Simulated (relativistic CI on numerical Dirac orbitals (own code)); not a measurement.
Calculated at this level of theory: Dirac-Coulomb-Breit CI, orbitals from a KLI potential per configuration, model QED (radiative potential, 1s self-energy scaled to tabulated hydrogen-like ionisation energies), unscaled Slater integrals (own radial code, finite nucleus).

Configurations in the expansion (outside the closed core [Ar] 3d10): 4s²4p⁶4d³, 4s²4p⁵4d⁴, 4s²4p⁶4d²4f, 4s4p⁶4d⁴, 4s²4p⁶4d²5s, 4s²4p⁵4d³4f, 4s²4p⁶4d²5p, 4s4p⁶4d³4f, 4s²4p⁶4d4f5s, 4s²4p⁶4d²5d, 4s²4p⁶4d5s5p, 4s²4p⁵4d³5s, 4s²4p⁶4d²5f, 4s²4p⁶4d²6s, 4s²4p⁶4d²6p, 4s²4p⁵4d³5p, 4s²4p⁶4d²5g, 4s²4p⁶4d²6d, 4s²4p⁶4d²6f, 4s²4p⁶4d²7s, 4s4p⁶4d³5s, 4s²4p⁶4d²7p, 4s²4p⁶4d4f², 4s²4p⁶4f³, 4s²4p⁶4f²5s, 4s²4p⁵4d4f³, 4s²4p⁶4f²5p, 4s²4p⁶4d5s², 4s²4p⁶4f5s², 4s²4p⁵4d4f5s², 4s²4p⁶5s²5p, 4s²4p⁶4d5p², 4s²4p⁶4f5p², 4s²4p⁶5s5p², 4s²4p⁵4d4f5p², 4s²4p⁶5p³. Double excitations out of closed p, d and f shells are left out; levels of such configurations are missing from the list, as are those of other unlisted configurations, and high levels can miss mixing partners. These lack a partner that the ground configuration has and come out too high: 4s4p⁶4d³4f, 4s²4p⁶4d²5d, 4s²4p⁵4d³5s, 4s²4p⁶4d²5f, 4s²4p⁶4d²6s.

At this charge energies of transitions that change n are usually good to better than 1 %, and those within a shell (Δn = 0) to a few per cent. Terms inside the open d or f shell come out 10 to 20 % too wide with unscaled integrals. Levels and lines within the n = 5 or 6 shells can be off by up to 10 % or somewhat more, and those that change n by about 2 %, since core polarisation is missing.

Outline of the computed level scheme of I XV. Lowest level of each configuration: 4s²4p⁶4d³ ⁴F3/2 at 0.0000 eV; 4s²4p⁵4d⁴ ⁶D°5/2 at 77.1371 eV.

Some strong electric-dipole decays among the lowest 45 levels: 4s²4p⁵4d⁴ ⁴G°5/2 → 4s²4p⁶4d³ ⁴F3/2 (8.9e+09 s⁻¹); 4s²4p⁵4d⁴ ⁴G°9/2 → 4s²4p⁶4d³ ⁴F7/2 (4.0e+09 s⁻¹); 4s²4p⁵4d⁴ ⁴G°7/2 → 4s²4p⁶4d³ ⁴F5/2 (3.7e+09 s⁻¹); 4s²4p⁵4d⁴ ⁴G°11/2 → 4s²4p⁶4d³ ⁴F9/2 (1.5e+09 s⁻¹); 4s²4p⁵4d⁴ ⁴P°5/2 → 4s²4p⁶4d³ ⁴P3/2 (1.1e+09 s⁻¹); 4s²4p⁵4d⁴ ⁴D°7/2 → 4s²4p⁶4d³ ⁴F5/2 (1.1e+09 s⁻¹).

LS names give the leading component of a level, which can be under half, so a name can repeat, a term be missing and a line seem to break the LS rules.
